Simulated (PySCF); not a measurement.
C4H3F3O, SMILES C1C(F)(OC(F)=C1)F.

The structure is a stationary point at PBE0-D3(BJ)/def2-SVP. The structure was generated by enumeration, and PubChem lists no compound with its InChIKey, so it may never have been made. The values are those of a single conformer.

These are PBE0-D3(BJ)/def2-SVP run with PySCF values and carry that method's errors.

Frequencies are harmonic and unscaled.

```csv
mode,ν (cm⁻¹),IR (km/mol),moving atoms (share of kinetic energy)
1,43,0.4,"F 46 %, O 28 %, C 16 %, H 10 %"
2,220,1.1,"F 48 %, C 37 %, H 13 %"
3,367,2.1,"F 44 %, H 28 %, C 18 %, O 10 %"
4,372,1.0,"F 76 %, C 14 %, O 9 %"
5,433,10.2,"F 62 %, C 23 %, O 12 %"
6,534,1.4,"F 46 %, C 23 %, O 18 %, H 13 %"
7,582,0.6,"C 43 %, F 31 %, H 16 %, O 10 %"
8,653,0.0,"C 56 %, O 20 %, H 16 %"
9,667,9.5,"F 58 %, C 27 %, O 13 %"
10,705,12.3,"F 49 %, C 46 %"
11,738,47.9,"H 71 %, C 27 %"
12,879,5.3,"O 42 %, C 36 %, F 15 %"
13,932,26.2,"H 48 %, C 39 %, F 12 %"
14,1003,22.1,"H 73 %, C 26 %"
15,1041,31.2,"O 48 %, C 29 %, F 13 %, H 11 %"
16,1105,33.1,"H 76 %, C 18 %"
17,1147,238.8,"C 72 %, O 17 %, H 9 %"
18,1229,102.0,"C 48 %, H 41 %, F 11 %"
19,1291,65.6,"C 69 %, H 22 %, F 8 %"
20,1309,199.5,"C 66 %, H 21 %, F 12 %"
21,1370,308.0,"C 68 %, H 19 %, O 8 %"
22,1438,71.5,"C 69 %, H 17 %, F 8 %"
23,1450,17.0,"H 79 %, C 20 %"
24,1820,264.3,C 93 %
25,3085,9.0,H 94 %
26,3143,1.2,"H 90 %, C 10 %"
27,3304,7.5,"H 91 %, C 9 %"
```
